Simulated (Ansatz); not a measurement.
Method: Ansatz (a program for electronic structure) with frozen-core CCSD(T)/cc-pVTZ // CAM-B3LYP-D3(BJ)/def2-TZVP.

Ansatz 0.2 input:
```yaml
crystal:
  periodic: [false, false, false]
  atoms:
    - { symbol: Si, position_ang: [-1.715464, 0.446151, 0.402433] }
    - { symbol: C, position_ang: [-0.395891, -0.535478, -0.516941] }
    - { symbol: C, position_ang: [0.938358, 0.132032, -0.478015] }
    - { symbol: C, position_ang: [1.962366, -0.31167, 0.225111] }
    - { symbol: Cl, position_ang: [3.489408, 0.499369, 0.289401] }
    - { symbol: H, position_ang: [-1.38319, 0.506607, 1.841845] }
    - { symbol: H, position_ang: [-1.78298, 1.823441, -0.134486] }
    - { symbol: H, position_ang: [-3.035115, -0.202542, 0.232024] }
    - { symbol: H, position_ang: [-0.342313, -1.535478, -0.081356] }
    - { symbol: H, position_ang: [-0.725662, -0.656322, -1.55231] }
    - { symbol: H, position_ang: [1.054319, 1.05036, -1.043346] }
    - { symbol: H, position_ang: [1.936163, -1.216473, 0.815642] }
basis:
  gaussian: { orbitals: cc-pVTZ }
correlation:
  method: ccsd_t
```

Output:

```
Functional definition: HF
1455 factors; integrals over basis functions are off by at most 1.2e-3 eV
mean field evaluation 1: about -23566.1920 eV, gradient 3.0e1 eV
mean field evaluation 2: about -23566.5189 eV, gradient 3.0e1 eV
mean field evaluation 4: about -23569.3487 eV, gradient 4.5e0 eV
mean field evaluation 8: about -23569.4223 eV, gradient 2.8e-1 eV
mean field evaluation 16: about -23566.1902 eV, gradient 3.0e1 eV
mean field -23569.42287575 eV, -866.1603147551 hartree, gradient 5.9e-6 eV, S^2 0.000000; 0 other end points of the search recorded, 0 dependent functions left out
13 core orbitals not correlated
reference -23569.42287575 eV, -866.1603147551 hartree; 15, 15 occupied and 228, 228 virtual orbitals, 1455 factors
second order -22.11862053 eV of doubles, -0.00000000 eV of singles
cycle   1  -23.01901513 eV  change   -9.0e-1 eV  update   1.0e-1
cycle   2  -23.63060962 eV  change   -6.1e-1 eV  update   3.1e-2
cycle   3  -23.74003677 eV  change   -1.1e-1 eV  update   1.4e-2
cycle   4  -23.73346156 eV  change    6.6e-3 eV  update   3.8e-3
cycle   5  -23.73358134 eV  change   -1.2e-4 eV  update   1.6e-3
cycle   6  -23.73370979 eV  change   -1.3e-4 eV  update   4.0e-4
cycle   7  -23.73361478 eV  change    9.5e-5 eV  update   1.7e-4
cycle   8  -23.73362907 eV  change   -1.4e-5 eV  update   6.0e-5
cycle   9  -23.73363289 eV  change   -3.8e-6 eV  update   2.6e-5
perturbative correction -1.02955125 eV, -0.0378353107 hartree
Total energy: -23594.18605989 eV, -867.0703449872 hartree
```

Cost: roughly 7 core-minutes.
